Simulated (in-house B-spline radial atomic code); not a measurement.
Results of a calculation; reference values are marked as such.
## C6 from the polarisability at imaginary frequency: the lanthanum ion La³⁺

PBEsol linear response of the closed shell [Kr] 4d10 5s2 5p6, from a B-spline radial code for spherical atoms; scalar-relativistic (spin-free one-electron X2C), finite nucleus, no spin-orbit coupling; shells from n = 3 respond.

The dispersion coefficient of two like species is C6 = (3/π) ∫ α(iu)² du from 0 to ∞.

```
u (hartree)  α(iu) (bohr³)
          0          7.704
       0.24          7.302
       0.56          5.961
       0.96          4.235
        1.6          2.516
        2.4          1.518
        3.6         0.8806
        5.6         0.4678
          8         0.2709
         12         0.1413
         20        0.06118
         40        0.01958
```

(1) Fit one oscillator, α(iu) = α(0)/(1 + u²/ω²), through u = 1.6 and estimate C6.

(2) How does that compare with the full integral?

Results:

(1) From α(0)/α(iu) − 1 = 7.704/2.516 − 1 = 2.0620, ω = u/√2.0620 = 1.1142 hartree (30.3 eV). London's formula gives C6 = (3/4) α(0)² ω = 0.75 × 7.704² × 1.1142 = 49.6 hartree·bohr⁶, and the oscillator holds f = α(0) ω² = 9.56 electrons, of a sum of oscillator strengths of 47.6.

(2) The program's quadrature over all excitations gives C6 = 49.26, so the single oscillator is off by +0.7 %. At the last point the fit gives α = 0.00597 against 0.0196: higher excitations, and deeper shells where there are any, keep the true curve higher at large u.
